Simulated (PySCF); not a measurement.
## Pd: excitation energy

Pd [Kr] 4d10 (1S) → Pd [Kr] 4d9 5s1 (3D), as a difference of total energies. Calculation: PySCF 2.14, in x2c-QZVPPall (13s8p7d4f2g, 118 functions); scalar relativity by spin-free X2C-1e. Correlated levels: valence: [Kr] frozen; valence and next inner shell: [Ar] 3d10 frozen. The calculations carry no spin-orbit coupling.

```tsv
method	excitation energy (eV)
UHF	-0.080
LDA	1.107
PBE	0.965
PBE0	0.853
r2SCAN	0.735
MP2 (valence)	1.314
SCS-MP2 (valence)	1.263
MP2 (valence and next inner shell)	1.377
SCS-MP2 (valence and next inner shell)	1.264
```

How much does correlation contribute at MP2 (valence and next inner shell)?

1.377 − (-0.080) = 1.457 eV, measured against UHF.

A first-order spin-orbit estimate (lowest level to lowest level, LS coupling) adds -0.184 eV.

The basis was made for the ground configuration and has no added diffuse functions, so the excitation energy can come out too high.
